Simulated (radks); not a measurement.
The numbers below are computed, except where a source is named.
Task: Excited configurations of Tl+: one electron is placed in a higher orbital outside [Xe] 4f14 5d10 6s1. The ground configuration is [Hg]. Level of theory: scalar-relativistic Kohn-Sham, PBE, spin-polarised, spherical densities, finite nucleus; open shells are filled with parallel spins first (spin-orbit coupling, left out, can overturn this in heavy ions); Fermi nuclear charge, rms radius 5.4759 fm (a radial shooting solver on a logarithmic mesh with Libxc functionals). Excitation = E - E(ground); binding = E(ion) - E, where the ion is the core of charge +2; n* = 2/sqrt(2 binding) in atomic units, and the quantum defect is n - n*.

| outer orbital | excitation (eV) | binding (eV) | n* | quantum defect | eigenvalue (eV) | <r> (bohr) |
|---|---|---|---|---|---|---|
| 6d | 14.418 | 6.123 | 2.981 | 3.019 | -4.392 | 5.506 |
| 6f | 17.990 | 2.550 | 4.620 | 1.380 | -1.912 | 13.82 |
| 7p | 14.775 | 5.765 | 3.072 | 3.928 | -4.551 | 7.076 |
| 7f | 18.708 | 1.832 | 5.451 | 1.549 | -1.441 | 20.78 |

Estimate the row for 7s.

Result: excitation (eV) 12.902; binding (eV) 7.638; n* 2.669; quantum defect 4.331; eigenvalue (eV) -6.084; <r> (bohr) 5.674. The Delta-SCF ionisation energy is 20.540 eV (NIST Atomic Spectra Database: 20.428 eV, measured). Self-interaction in the functional shifts the binding energies and quantum defects, so they are the method's values and not measured ones.
